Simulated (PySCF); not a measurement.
Ir(OH) (HIrO), SMILES [OH][Ir] (connectivity only; charge and spin as stated), neutral, multiplicity 3. The structure is a stationary point at PBE-D3(BJ)/def2-TZVPD. The spin state was assumed, not searched. The def2 effective core potentials stand for the cores of Ir; spin–orbit coupling is left out.

Level of theory: PBE-D3(BJ)/def2-TZVPD run with PySCF.

Harmonic wavenumbers (cm⁻¹): 680, 945, 3542. Rotational constants (GHz): 625.1, 9.078, 8.948; symmetry number 1.

Work out the zero-point energy and the ideal-gas rigid-rotor harmonic-oscillator thermochemistry at 298.15 K and 1 atm.

ZPE = ½ Σ hcν = ½ × 5168 cm⁻¹ = 7.39 kcal/mol. H − E(el) = 9.86 kcal/mol. Entropy in cal/(mol K): translation 41.92, rotation 19.39, vibration 0.45, spin 2.18, total 63.94. G − E(el) = -9.20 kcal/mol. Cp = 9.26 cal/(mol K).
